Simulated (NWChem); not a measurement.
## Atomisation of H5AlAsF

```xyz
8

Al    -0.6899     0.5451     1.3899
H      0.2392    -0.1411     2.5003
H     -2.2292     0.1657     1.1573
F     -0.2085     2.0858     0.8573
As     0.3310    -0.6926    -0.7650
H      1.8153    -0.5256    -1.0707
H     -0.1765    -0.2982    -2.1477
H      0.2736    -2.2024    -0.9769
```
Charge 0, spin multiplicity 1.

The numbers come from NWChem runs, not from measurements. The geometry was optimised at PBE/def2-SVP, a minimum by its harmonic frequencies.

Basis set: def2-TZVP. The atomisation energy is electronic alone: no zero-point, thermal, spin-orbit or counterpoise terms. No value is extrapolated to the basis-set limit. Free atoms are single determinants with multiplicities Al 2, H 2, F 2, As 4. Correlated methods freeze the same cores in atoms and molecule, 15 orbitals in all.

The cost column gives rough processor time relative to PBE0; each entry includes its own SCF. Costs are the molecule's.

The Hamiltonian is non-relativistic. B3LYP has NWChem's definition, with VWN1-RPA local correlation. GW and range-separated runs recompute their integrals, the others keep them in memory, which bears on the times. The structure started from a generated list of species. No SCF solution was tested for a lower state. Open-shell Hartree-Fock references start from PBE0 orbitals; any time given for them includes that run.

```csv
method,atomisation energy (kcal/mol),relative cost
PBE0,?,1
LDA (SVWN5),?,under 3
B3LYP,513.1,under 3
HF,375.9,under 3
PBE,?,under 3
M06-2X,506.7,under 3
MP2,492.6,under 3
CAM-B3LYP,518.2,9
LC-wPBE (omega 0.3 per bohr),507.1,10
```

Q: Fill in the missing entries.

A: 
- PBE0, atomisation energy (kcal/mol): 502.4
- LDA (SVWN5), atomisation energy (kcal/mol): 579.1
- PBE, atomisation energy (kcal/mol): 509.0
